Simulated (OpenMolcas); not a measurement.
# Ru²⁺: effect of the active space

```yaml
Program: OpenMolcas
Method: SS-CASPT2 or its RAS form, IPEA 0.25 Eh, imaginary shift 0.1 Eh
Basis: ANO-RCC-VQZP
Scalar_Hamiltonian: DKH2, point nucleus
Spin-orbit_coupling: state interaction with AMFI integrals over the reference wave functions, term energies averaged over their components
```

A. 6 electrons in 5 orbitals (4d); 2S+1 = 5 even, 5 roots; 2S+1 = 3 even, 45 roots; 2S+1 = 1 even, 50 roots; closed shells correlated: 4s 4p; CASPT2 step roughly 90 core-seconds
B. 6 electrons in 6 orbitals (4d 5s); 2S+1 = 5 even, 30 roots; 2S+1 = 7 even, 1 root kept (CI in the orbitals of an earlier block); 2S+1 = 3 even, 127 roots kept (CI in the orbitals of an earlier block, 107 in the spin-orbit step); 2S+1 = 1 even, 102 roots kept (CI in the orbitals of an earlier block, 62 in the spin-orbit step); closed shells correlated: 4s 4p; CASPT2 step of the order of 5 core-minutes
C. 12 electrons in 8 orbitals (RAS1 4p, at most 2 holes; RAS2 4d); 2S+1 = 5 even, 5 roots; 2S+1 = 3 even, 45 roots; 2S+1 = 1 even, 49 roots; closed shells correlated: 4s; CASPT2 step about 3 core-minutes

Energies in cm⁻¹ above 4d⁶ ⁵D₄, the measured ground level; measured values from Moore, Atomic Energy Levels, vol. III, NSRDS-NBS 35 (1971 reprint of NBS Circular 467, 1958).

| Level | A | B | C | Measured |
| --- | --- | --- | --- | --- |
| 4d⁶ ⁵D₄ | 0.0 | 0.0 | 0.0 | 0.0 |
| 4d⁶ ⁵D₃ | 1172 | 1233 | 1184 | 1159 |
| 4d⁶ ⁵D₂ | 1861 | 1943 | 1876 | 1826 |
| 4d⁶ ⁵D₁ | 2310 | 2410 | 2330 | 2266 |
| 4d⁶ ⁵D₀ | 2530 | 2640 | 2540 | 2476 |
| 4d⁶ ³P₂(1) | 15350 | 15120 | 15840 |  |
| 4d⁶ ³H₆ | 15600 | 15620 | 15390 |  |
| 4d⁶ ³H₅ | 15850 | 15820 | 15690 |  |
| 4d⁶ ³F₃(1) | 17380 | 17120 | 17570 |  |
| 4d⁶ ³F₂(1) | 17920 | 17660 | 18230 |  |
| 4d⁶ ³P₁(1) | 18690 | 18610 | 19270 |  |
| 4d⁶ ³G₅ | 19220 | 19050 | 19210 |  |
| 4d⁶ ³P₀(1) | 19370 | 19220 | 19910 |  |
| 4d⁶ ³G₄ | 20230 | 20030 | 20280 |  |
| 4d⁶ ³G₃ | 20500 | 20280 | 20600 |  |
| 4d⁶ ³D₂ | 23030 | 22440 | 23380 |  |
| 4d⁶ ³D₁ | 23190 | 22600 | 23560 |  |
| 4d⁶ ³D₃ | 23370 | 22760 | 23760 |  |
| 4d⁶ ¹I₆ | 24040 | 24140 | 23650 |  |
| 4d⁶ ¹G₄(1) | 25390 | 25130 | 25390 |  |
| 4d⁶ ¹D₂(1) | 29440 | 29180 | 29870 |  |
| 4d⁶ ¹F₃ | 32310 | 31770 | 32500 |  |
| 4d⁶ ³P₀(2) | 36500 | 36070 | 36830 |  |
| 4d⁶ ³P₁(2) | 37420 | 36860 | 37680 |  |

Deviations, from unrounded energies. A percentage is the sum of absolute deviations over the sum of measured energies, with the sign that they share, or ± where signs differ.

```
                  Against measurement  Levels     A     B     C
       mean absolute deviation (cm-1)       4    36   130    50
fine structure of the ground term (%)       4  +1.9  +6.5  +2.6
```

A lies closest to measurement on these levels and B furthest from it. The largest miss of A in the table is 4d⁶ ⁵D₀, by +52 cm-1. The ranking rests on the paired levels alone, and a cruder setting can come out closer through cancelling errors.

The spin-orbit steps hold different terms of 4d⁶ (B lacks a ¹S; C lacks a ¹S), which shifts levels as well.

The two smallest mean deviations differ by little beside CASPT2's spread within terms, so their order carries little weight.

Among A to C the level of the table that moves most is 4d⁶ ³D₃, by 1000 cm-1 (lowest in B, highest in C). Moves below CASPT2's spread within the term are not significant.

CASPT2 breaks the degeneracy within a term, and the mean is taken; among the terms shown or strongly mixed into the levels shown the widest spread is 400 cm-1 (4d⁶ ¹G(1), C). Levels of configurations with an s electron are missing; early in the row they begin among the upper levels of the d shell and mix with terms of their name (holds for A). Some high roots are left out of the spin-orbit mixing, which shifts the levels that they would mix with (holds for B). Terms from blocks run as CI alone lack orbitals of their own (holds for B). Active for correlation alone: 4p; no level in the range computed is led by a configuration that opens it, so any true level of that kind is missing (holds for C). Measured partners are found by configuration, term and J. A level has none where our copy of the source lacks it or the pairing is in doubt (some pairs that miss far off the trend of their configuration count as doubtful), and it then counts in no deviation. Only configurations of the active space appear. Levels that lie high or do not pair safely by name in every column are left out.

A number in round brackets counts repeated terms of one configuration in the order of the reference energies.
